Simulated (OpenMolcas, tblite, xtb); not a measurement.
BSiH4OF (SMILES FBO[SiH3]): the vertical energy of the triplet above the singlet, rung by rung

BSiH4OF has 8 atoms, charge 0, and is taken as a singlet. As SMILES, `FBO[SiH3]`. The coordinates come from a PBE0-D4/def2-TZVP relaxation. This is one conformer, not always the lowest.

Each level gives the vertical energy of the triplet above the singlet (eV). The values are calculated.

| level | kind | program | value (eV) |
| --- | --- | --- | --- |
| GFN2-xTB | semi-empirical | tblite | 6.00 |
| IPEA1-xTB | semi-empirical | tblite | 6.17 |
| GFN1-xTB | semi-empirical | tblite | 6.87 |
| GFN0-xTB | semi-empirical | xtb | 5.65 |
| HF/6-311+G** | Hartree–Fock | OpenMolcas | 8.24 |
| SVWN5/6-311+G** | LDA | OpenMolcas | 6.88 |
| BLYP/6-311+G** | GGA | OpenMolcas | 6.83 |
| PBE/6-311+G** | GGA | OpenMolcas | 6.94 |
| revPBE/6-311+G** | GGA | OpenMolcas | 6.99 |
| TPSS/6-311+G** | meta-GGA | OpenMolcas | 6.93 |

The values span 5.65 to 8.24 eV. The xTB rows lack spin polarisation, so open shells miss the exchange term that lowers them.
